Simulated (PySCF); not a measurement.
## Mn²⁺ (manganese, charge +2): B3LYP calculation

Configuration: [Ar] 3d5, high-spin 6S determinant. Calculation: PySCF 2.14, in aug-cc-pVTZ with one added diffuse shell each of s, p, d, f, g type (9s8p6d4f3g, 118 functions); no relativity, point nucleus.

| Quantity | Value |
| --- | --- |
| Total energy | -1150.170 hartree |
| One-electron energy | -1568.969 hartree |
| Hartree (Coulomb) energy | 470.530 hartree |
| Exchange-correlation energy | -51.731 hartree |
| Kinetic energy | 1148.61797 hartree |
| ⟨S²⟩ | 8.7506 |
| ⟨L²⟩ | 0.000 |
| Sum of ⟨r⟩ | 14.96 bohr |
| Sum of ⟨r²⟩ | 16.25 bohr² |
| Density at the nucleus (Gaussians lack the cusp) | 10500 bohr⁻³ |
| Spin density at the nucleus | 0.186 bohr⁻³ |
| Langevin diamagnetic susceptibility | -12.9 ×10⁻⁶ cm³/mol |
| Time after the integrals | about 6 core-seconds |

```csv
shell,electrons,mean orbital energy (eV),"rms radius, mean of both spins (bohr)"
1s α,1,-6426.9,0.0713
1s β,1,-6426.9,0.0713
2s α,1,-763.03,0.306
2s β,1,-760.60,0.306
2p α,3,-656.11,0.275
2p β,3,-654.08,0.275
3s α,1,-108.26,0.926
3s β,1,-102.05,0.926
3p α,3,-77.405,0.989
3p β,3,-70.825,0.989
3d α,5,-27.946,1.27
```
